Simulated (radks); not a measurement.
Results of a calculation; reference values are marked as such.
Q: The table gives one normalised radial function P(r) = r R(r) of Sn in [Kr] 4d10 5s2 5p2 (r in bohr). Level of theory: scalar-relativistic Kohn-Sham, r2SCAN, spin-polarised, spherical densities, finite nucleus; open shells are filled with parallel spins first (spin-orbit coupling, left out, can overturn this in heavy ions); meta-GGA in the generalised Kohn-Sham scheme; Fermi nuclear charge, rms radius 4.6519 fm (a radial shooting solver on a logarithmic mesh with Libxc functionals).

r	P
0.001558	0.0000
0.002095	0.0000
0.002817	0.0000
0.003787	0.0001
0.005051	0.0002
0.006791	0.0005
0.00913	0.0010
0.01227	0.0023
0.0165	0.0051
0.02201	0.0110
0.02959	0.0233
0.03979	0.0477
0.05349	0.0929
0.07192	0.1691
0.09592	0.2783
0.129	0.4138
0.1734	0.5233
0.2331	0.5169
0.3109	0.3094
0.418	-0.1209
0.562	-0.6341
0.7556	-0.9841
1.016	-1.0013
1.355	-0.7610
1.822	-0.4416
2.449	-0.1987
3.293	-0.0665
4.427	-0.0151
5.905	-0.0022
7.939	-0.0001
10.67	0.0000

Which n and l does it have? It may be an empty orbital.

A: n = 4, l = 2: the number of nodes gives n - l - 1 = 1, the rise at small r (about r^(l+1), flatter next to the nucleus through relativity) gives l, and the extent must fit the shell. The curve is that of 4d up; the table hardly tells the two spins apart. 4d up: eigenvalue -26.491 eV, 1 radial node at r = 0.389 bohr, <r> = 1.10 bohr, 90 % of the charge inside 1.72 bohr.
